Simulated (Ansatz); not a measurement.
Reaction R1 → 2 P1, each structure at its B3LYP-D3(BJ)/def2-TZVP stationary point, reached from a drawn start (curvature not checked).
R1, O2 (SMILES O=O) (charge 0, multiplicity 3):
```csv
atom,x (Å),y (Å),z (Å)
O,0.0000,0.0000,-0.6021
O,0.0000,0.0000,0.6021
```
P1: O atom, charge 0, multiplicity 3.

P less R. No zero-point or thermal terms; open shells are unrestricted; no spin–orbit coupling.

Correlated levels freeze the cores.

Run with Ansatz (a program for electronic structure) with Gaussian orbitals. No computed number here is a measurement.

The comparison value is 117.18 kcal/mol (CCSD(T)/cc-pVQZ). It is a level with limits of its own, not the exact answer.

Order these levels by how close they come to the comparison value for the reaction energy, closest first: SVWN5/def2-TZVPP, PBE0/def2-TZVPP, B3LYP/def2-TZVPP, B97M-V/def2-TZVPP, wB97X-V/def2-TZVPP. Give each level's value less the comparison value.

B97M-V/def2-TZVPP (5.24 kcal/mol), B3LYP/def2-TZVPP (6.57 kcal/mol), PBE0/def2-TZVPP (7.19 kcal/mol), wB97X-V/def2-TZVPP (9.34 kcal/mol), SVWN5/def2-TZVPP (57.79 kcal/mol)
